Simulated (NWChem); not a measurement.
HSOF2 cation; SMILES [OH+]=S(F)F

```xyz
5

O      0.1806     1.4375     0.0000
S     -0.4532     0.0440     0.0000
F      0.2769    -0.6870    -1.1597
F      0.2769    -0.6870     1.1597
H      1.1618     1.5528     0.0000
```
Atoms are numbered in this order, from 1.

All runs: NWChem. Pople sets run with spherical d functions. Structure relaxed at the PBE0/def2-SVP level. B3LYP is NWChem's, with the RPA form of VWN correlation. Atomic charges in e: unrestrained fits to the electrostatic potential beside Mulliken populations; buried atoms are poorly determined by the fit.

For level B3LYP/def2-SVP:

```yaml
Mulliken O1: -0.24
Mulliken S2: 1.32
Mulliken F3: -0.19
Mulliken F4: -0.19
```

Task: Estimate the same quantities for level Hartree-Fock/6-31G*.

Result: The Mulliken O1 comes out as -0.69, the Mulliken S2 comes out as 1.80 and the Mulliken F3 is -0.35. The Mulliken F4 comes out as -0.35.
